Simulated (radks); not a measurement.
Results of a calculation; reference values are marked as such.
Dynamic dipole polarisability and lines of the beryllium ion Be2+, [He]. Code: a radial shooting solver on a logarithmic mesh with Libxc functionals. Model: non-relativistic Kohn-Sham, LDA (Slater exchange, Perdew-Wang correlation), spin-unpolarised, spherical densities, point nucleus. Time-dependent linear response with the Hartree and adiabatic LDA kernel, continuum included through the Sternheimer equations. Lines are the poles of the dipole polarisability below minus the highest occupied eigenvalue, found on a grid refined at the orbital gaps; the lowest seven at most are given, and weak or close lines can be missed. The first line takes the name of the lowest orbital gap if no other gap lies below it; otherwise a line is named after a gap within 0.6 % of it, if that gap stands alone.

photon energy (eV),alpha (bohr^3)
0,0.05667
6.441,0.05681
19.323,0.05789
32.205,0.06020
45.087,0.06410
57.969,0.07032
70.851,0.08049
83.733,0.09872
96.615,0.1402
109.50,0.3732
122.38,0.1068

Lines (eV, oscillator strength): 114.04 (10.87 nm, 1s-2p), f = 0.399; 124.05 (9.995 nm, 1s-3p), f = 0.0788. Higher lines, where found, are left out when the end of the mesh affects them. Those listed give 47 % of the static polarisability (sum of f/w^2). Orbital energy gaps for comparison: 1s-2p 113.89 eV; 1s-3p 123.97 eV.
